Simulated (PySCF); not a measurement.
## Dipole moment and polarisability of `FC[C@@]12CC[C@@H]1[C@H]2OC(F)F`

C7H9F3O.
Cartesian coordinates in Å at the PBE0-D3(BJ)/def2-SVP level; atoms count from 1:
```xyz
20
C7H9F3O angstrom
F     -1.6687   -0.9965   -2.0993
C     -0.4752   -0.4205   -1.7212
C     -0.5605    0.0240   -0.3044
C     -1.6673    0.9087    0.2601
C     -1.6897    0.0409    1.5485
C     -0.5714   -0.8155    0.9767
C      0.6001    0.0366    0.6487
O      1.7405   -0.6837    0.2899
C      2.7247    0.0563   -0.2765
F      3.8035   -0.7153   -0.3651
F      2.3846    0.4388   -1.5290
H      0.3345   -1.1537   -1.8504
H     -0.2797    0.4357   -2.3899
H     -1.4193    1.9768    0.3761
H     -2.5940    0.8169   -0.3217
H     -2.6309   -0.5137    1.6594
H     -1.4685    0.5516    2.5001
H     -0.4397   -1.8954    1.0813
H      0.8185    0.9441    1.2355
H      2.9591    0.9722    0.2994
```

Level: wB97X-D/def2-SVPD (PySCF), static field, nuclei fixed, core orbitals frozen in the response. The polarisability tensor in these axes (au):

```
x   92.93 -1.54 -3.76
y   -1.54 75.09  0.25
z   -3.76  0.25 84.25
```

Question: What are the eigenvalues, a third of the trace, and Δα (Δα² = ½Σ(αi − αj)² over the three pairs)?

Answer: Principal values 74.96, 82.86 and 94.45 au; mean 84.09 au = 12.46 Å³ = 13.86 × 10⁻⁴⁰ C²·m²/J; Δα = 16.99 au (20 % of the mean).

Question: What is the dipole moment, and where does it point?

Answer: (-0.32, 2.15, 2.21) D, 3.10 D in size, pointing from the negative to the positive side. Measured along this direction, the outermost atoms are H12 at the negative end and H17 at the positive end.

Question: Rayleigh depolarisation ratio (linearly polarised light, static tensor)?

Answer: ρ = 3Δα²/(45ᾱ² + 4Δα²) = 865.6/(318199 + 1154.1) = 0.00271.

Question: Refractivity n − 1 of an ideal gas of it at 350 K and 1 atm, from the electronic α?

Answer: N = p/kT = 2.0968 × 10¹⁹ cm⁻³, so n − 1 = 2π × N × 12.46 × 10⁻²⁴ cm³ = 1642 × 10⁻⁶ at long wavelengths.

Question: Find the Langevin capture rate constant for H3O+ (19.018 u) meeting this molecule (166.061 u), k = 2.342 × 10⁻⁹ cm³/s × √(α in Å³ / reduced mass in u).

Answer: The reduced mass is 17.06 u, so k = 2.00 × 10⁻⁹ cm³/s. The formula leaves out the permanent dipole, which adds to the capture rate.

Question: Give the eigenvalues of the traceless quadrupole moment Θ = ½Σq(3rr − r²1), origin at the centre of nuclear charge.

Answer: -7.03, 2.15, 4.88 D·Å. The values depend on the origin, since the dipole doesn't vanish. The electronic extent ⟨r²⟩ about the same centre is 1868 bohr², a root-mean-square distance of 2.47 Å for the 86 electrons.

The structure is a single PBE0-D3(BJ)/def2-SVP conformer in the gas phase; no vibrational or solvent corrections.

The run behind these numbers computed excited states as well. Time: 62 s wall, 2.3 min CPU; peak memory 1.9 GiB. Hardware: an AMD EPYC 7B13 with 2 threads, shared host with 128 logical CPUs at a one-minute load of 21.
